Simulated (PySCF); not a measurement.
C₈H₈N (doublet state).
Cartesian coordinates in Å at the GFN2-xTB level; atoms count from 1:
```
atom  x, y, z in Å
C1     2.3722   -1.1837    0.7342
C2     1.3574   -0.2884    0.4685
C3     1.5653    1.1172    0.5571
C4     0.5501    1.9995    0.2813
C5    -0.7059    1.5450   -0.0973
C6    -0.9552    0.1660   -0.1672
N7    -2.2045   -0.2420   -0.6091
C8    -2.8667   -1.1509   -0.0556
C9     0.0567   -0.7326    0.1082
H10    2.2140   -2.2447    0.6630
H11    3.3517   -0.8460    1.0209
H12    2.5431    1.4773    0.8395
H13    0.7287    3.0631    0.3475
H14   -1.5057    2.2320   -0.3223
H15   -3.8129   -1.4332   -0.4949
H16   -2.5665   -1.6734    0.8580
H17   -0.1289   -1.7934    0.0179
```

The hyperfine couplings belong to this conformer and change with its torsions.

As a line formula: `[CH2]c1cccc(N=C)c1` [radical].

Theory: UKS B3LYP, pcH-1 on C H N, non-relativistic, mean-field spin-orbit, GIAO in PySCF 2.14.0. One conformer (not necessarily the lowest) at the GFN2-xTB geometry, without solvent, vibrations or thermal averaging. A GFN2-xTB geometry isn't a minimum of the functional, and hyperfine couplings can be far from their values at a DFT geometry. The frame is twisted about the C6–N7 bond at this geometry (dihedral C9–C6–N7–C8 = 49°); couplings at other torsion angles weren't computed. The SCF solution wasn't tested for stability. ⟨S²⟩ is 0.783 where a pure state has 0.75.

Give the principal g shifts and their parts.

```csv
Δg (ppm),1,2,3
relativistic mass correction,-140,-140,-140
gauge correction,-2,36,29
orbital Zeeman/spin–orbit,-9,620,670
total,-151,516,558
```

So g = 2.00217, 2.00284, 2.00288 and g_iso = 2.00263; the tensor is close to axial: the two nearest values differ by 6 % of g3 − g1. Axes: g3 points within 3° of the C1–H11 bond.

Average each term over the three axes. Which is largest in size?

The orbital-Zeeman/spin–orbit term 427, the mass correction -140 and the gauge correction 21 ppm, for a total of 308 ppm. The orbital-Zeeman/spin–orbit term is the largest in size. The mass correction is the same along every axis, so the anisotropy comes from the other two: their spans along these axes are 38 (gauge) and 678 ppm (orbital Zeeman/spin–orbit).

At 34.078 GHz, how far is the centre of the isotropic spectrum from where a free electron (g = 2.002319) resonates?

B = hν/(g μB) with μB/h = 13.99624 MHz/mT gives 1215.99 mT for the free electron and 1215.80 mT at g_iso, 0.19 mT lower.

What effective moment and Curie constant follow for a powder?

With the mean of g² = 4.0105 and S(S+1) = 0.75: μ_eff = √(⟨g²⟩S(S+1)) = 1.734 μB and χT = 0.12505·⟨g²⟩·S(S+1) = 0.376 cm³ K/mol (cgs; spin-Hamiltonian part alone).

In a frozen sample, at which fields do the three g values resonate at 9.5, 34, 94 and 263 GHz (hyperfine left aside), and which band first spreads them over more than twice a line width of 1.0 mT?

```csv
band,GHz,B(g3) mT,B(g2) mT,B(g1) mT,spread mT
X,9.5,338.89,338.90,339.01,0.12
Q,34.0,1212.87,1212.89,1213.30,0.43
W,94.0,3353.22,3353.29,3354.41,1.19
J,263.0,9381.88,9382.08,9385.20,3.33
```

The spread grows in proportion to the frequency. J band is the first where it exceeds 2.0 mT.

The largest Mulliken spin populations are on C1 (+0.75), C5 (+0.31), C3 (+0.27) and C9 (+0.24). Four atoms exceed +0.15. The angles at C1 add up to 360.0°, so it is planar; its axial dipolar tensor and the negative couplings of its protons fit spin in a p orbital normal to that plane.

The HOMO–LUMO gaps are 3.90 eV among the α and 3.83 eV among the β orbitals.
